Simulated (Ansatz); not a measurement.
Gas-phase electronic energies from Ansatz, PBE0-D4/def2-TZVP geometries. CCSD(T)/CBS is the MP2 limit (def2-TZVPP, def2-QZVPP) plus CCSD(T) − MP2 in def2-TZVPP, frozen cores. This one scheme is used for every species, atoms too. For atomizations the MP2-based limit and the directly extrapolated one differ by several kJ/mol either way, and by 10 to 25 for some Ge, Se and Sn compounds, so smaller differences from it don't rank the levels. DFT in def2-TZVPP. HSE06 is defined as in plane-wave codes. Open shells (•) are unrestricted, without spin–orbit coupling. Spin–orbit coupling would lower the free atoms: a little for C, F; clearly for Ga; strongly for I. Elements past krypton have def2 core potentials. Bonds to Ga, I are less sure, by a few kJ/mol each and by 10 to 20 or more in all where they break to atoms, as the def2 sets lack core-valence functions. Scalar relativity is left out up to krypton. One conformer a species, not always the lowest.

Reaction (atomization): `F[CH2][GaH][I]` → C• + F• + Ga• + 3 H• + I•

(1) What is ΔE at CCSD(T)/CBS? (An estimate is asked.)

(2) What do these levels give: PBE-D4, r2SCAN0-D4, CAM-B3LYP-D4, HSE06, BHLYP, MP2/def2-TZVPP? (Estimate.)

Largest T1 diagnostic among the species: 0.013.

## Answers

(1) Computed: +2116.0 kJ/mol.

(2) Computed: PBE-D4 2142.7, r2SCAN0-D4 2076.3, CAM-B3LYP-D4 2095.9, HSE06 2092.6, BHLYP 1998.5, MP2/def2-TZVPP 2112.2 kJ/mol.

The D4 term adds +24.3 kJ/mol with B3LYP and +12.8 kJ/mol with PBE0; it sums over pairs of atoms, weighted by their polarisabilities, and B3LYP, whose exchange is more repulsive, gets the larger term. From BLYP to BHLYP (50 % exact exchange), in def2-TZVPP and without D4, ΔE moves by −45.7 kJ/mol: exact exchange takes away binding that semilocal exchange gives to molecules. At CCSD(T), def2-SVP lies −133.4 kJ/mol from the extrapolated value and def2-TZVPP −54.1 kJ/mol: correlation converges slowly with the basis, and small sets miss more of it in the bonded molecule than in its fragments.

B3LYP here is the variant with VWN-RPA as its local correlation; programs differ in this.
